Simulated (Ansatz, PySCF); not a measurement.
Se(Me)(SeH) (CH₄Se₂), SMILES [Se]([SeH])C. Atoms are numbered in the order given.

```xyz
7

Se     0.3338     0.7550     0.6343
C      2.0969     0.4864    -0.1995
H      2.7676     1.2280     0.2609
H      2.0343     0.6627    -1.2805
H      2.4661    -0.5262     0.0067
Se    -0.9379    -0.8023    -0.5903
H     -0.6770    -1.9740     0.2796
```

Geometry: B3LYP-D3(BJ)/def2-SVP. One conformer was computed; it need not be the lowest.

Two levels are set side by side: PBE-D3(BJ)/def2-SVP (Ansatz, an electronic-structure program) and B3LYP-D3(BJ)/def2-SVP (Ansatz). Each level has its own optimised geometry; the coordinates shown are those of the second. Frequencies come from the Hessian of PySCF at each geometry. Differences are taken from unrounded values.

```csv
quantity,B3LYP-D3(BJ),PBE-D3(BJ),PBE-D3(BJ) minus B3LYP-D3(BJ)
mean bond length (Å),1.517,1.522,0.005
bond Se1–C2 (Å),1.969,1.970,0.001
bond Se1–Se6 (Å),2.354,2.347,-0.007
bond C2–H3 (Å),1.101,1.109,0.008
bond C2–H4 (Å),1.097,1.105,0.008
bond C2–H5 (Å),1.097,1.105,0.008
bond Se6–H7 (Å),1.482,1.494,0.012
highest harmonic wavenumber (cm⁻¹),3176,3117,-59
mean harmonic wavenumber (cm⁻¹),1325,1289,-35
zero-point energy (kcal/mol),28.40,27.65,-0.75
```

Exact exchange shortens and stiffens bonds; PBE has none. Differences between two approximate levels are no errors against the true value.
